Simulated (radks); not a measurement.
Task: Species: Ge26+. Configuration: [He] 2s2 2p2 (the NIST ground configuration). All-electron calculation, scalar-relativistic Kohn-Sham, exchange-only LDA, spin-polarised, spherical densities, point nucleus; open shells are filled with parallel spins first. Program: a radial shooting solver on a logarithmic mesh with Libxc functionals. Some entries of the table are withheld. Estimate them.

orbital  occ.  eigenvalue (hartree)  r(max) (bohr)
1s up       1                   (1)        0.03074
1s down     1                   (2)        0.03072
2s up       1                   (3)            (4)
2s down     1                   (5)            (6)
2p up       2             -97.79506         0.1337
2p down     0             -96.55860         0.1342

Result: 
(1) 1s up eigenvalue (hartree): -464.0445
(2) 1s down eigenvalue (hartree): -463.4107
(3) 2s up eigenvalue (hartree): -102.1271
(4) 2s up r(max) (bohr): 0.1694
(5) 2s down eigenvalue (hartree): -101.1038
(6) 2s down r(max) (bohr): 0.1699
